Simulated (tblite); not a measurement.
C8H11 (doublet state).
Numbering: `[CH2:1][CH2:2][C@@:3]12[CH:4]=[CH:5][CH2:6][C@@H:7]1[CH2:8]2` (hydrogens: H9, H10 on C1; H11, H12 on C2; H13 on C4; H14 on C5; H15, H16 on C6; H17 on C7; H18, H19 on C8)

Cartesian coordinates in Å at the GFN2-xTB level; atoms count from 1:
```
atom  x, y, z in Å
C1     2.705    0.082   -0.062
C2     1.497   -0.357   -0.782
C3     0.236   -0.085    0.009
C4    -0.191    1.321    0.225
C5    -1.512    1.434    0.239
C6    -2.203    0.122   -0.013
C7    -1.056   -0.865   -0.114
C8    -0.201   -1.021    1.108
H9     3.580    0.400   -0.593
H10    2.734    0.044    1.009
H11    1.440    0.134   -1.760
H12    1.539   -1.441   -0.982
H13    0.525    2.115    0.355
H14   -2.072    2.337    0.410
H15   -2.890   -0.127    0.799
H16   -2.786    0.159   -0.938
H17   -1.156   -1.700   -0.791
H18    0.345   -1.946    1.222
H19   -0.547   -0.596    2.039
```

Computed values, GFN2-xTB/tblite, gas phase, harmonic and unscaled. Errors from tens to a few hundred cm⁻¹ against measured bands are possible. One conformer, not necessarily the lowest. Open shells enter through the occupations alone, without spin polarisation, and single modes of such species can be off by tens of per cent.

Harmonic wavenumbers (cm⁻¹): 46.6, 69.0, 158.4, 252.0, 273.6, 354.5, 423.7, 437.2, 470.3, 632.0, 721.5, 765.1, 771.1, 842.5, 857.9, 870.0, 909.9, 942.9, 958.3, 1002.4, 1011.9, 1015.1, 1058.6, 1067.7, 1088.8, 1105.0, 1128.5, 1138.7, 1155.9, 1231.9, 1246.1, 1283.3, 1303.6, 1334.8, 1392.5, 1396.0, 1444.0, 1458.6, 1470.0, 1673.2, 2803.2, 2929.7, 2940.6, 2966.7, 3071.4, 3078.2, 3091.2, 3108.1, 3126.4, 3138.4, 3181.3.

A = 4266, B = 1674, C = 1431 MHz; mass 107.086 u (most abundant isotopes); point group C1, symmetry number 1; spin multiplicity 2.

Task: Zero-point energy?

Result: Half the sum of the wavenumbers: 35099 cm⁻¹ = 100.35 kcal/mol.

Task: Entropy at 350 K, 1 bar (ideal gas, RRHO, classical rotation)?

Result: Translation 40.74, rotation 28.32, vibration 26.09, spin (R ln 2) 1.38: S = 96.5 cal/(mol K).

Task: And Cp and H(350 K) − H(0)?

Result: Cp = 39.25 cal/(mol K), of which vibrations give 31.30 (their classical limit is 51 R = 101.3); H(350 K) − H(0) = 7.71 kcal/mol without the zero-point energy, 4.93 from vibrations.

Task: What must be added to the electronic energy to get the Gibbs energy at 350 K and 1 bar?

Result: ZPE + [H(350 K) − H(0)] − T·S = 100.35 + 7.71 − 33.79 = 74.27 kcal/mol.

Task: Blend soft modes into free rotors: weight 1/[1 + (100 cm⁻¹/ν̃)⁴] for the oscillator and the rest for a rotor with moment μB/(μ + B), μ = h/(8π²ν), B = 10⁻⁴⁴ kg m². What vibrational entropy results?

Result: 23.71 cal/(mol K) in place of 26.09, which changes −T·S at 350 K by +0.83 kcal/mol.

Task: Which modes carry the vibrational entropy at 350 K?

Result: 46.6 cm⁻¹: 5.27; 69.0 cm⁻¹: 4.50; 158.4 cm⁻¹: 2.87; 252.0 cm⁻¹: 2.00; 273.6 cm⁻¹: 1.86; 354.5 cm⁻¹: 1.41 cal/(mol K); the other 45 give 8.18 together.

Task: How do the functions run with temperature in this model?

Result: 
```csv
T (K),S (cal/(mol K)),Cp (cal/(mol K)),H − H(0) (kcal/mol),G − H(0) (kcal/mol),ln q(vib)
50,57.6,11.7,0.48,-2.40,0.46
100,66.7,15.1,1.15,-5.52,1.35
298.15,90.7,33.5,5.82,-21.22,5.01
373.15,99.1,41.7,8.65,-28.34,6.52
500,113.1,53.8,14.74,-41.81,9.20
750,138.3,70.3,30.43,-73.31,14.69
1000,160.1,80.8,49.40,-110.67,20.04
```

q(vib) and H(0) count from the zero-point level.

Hindered rotation and anharmonicity are outside this model. Other conformers, if any are populated, would add a mixing term that is left out. The structure is chiral; the term R ln 2 for an equal mix with its mirror image is left out.
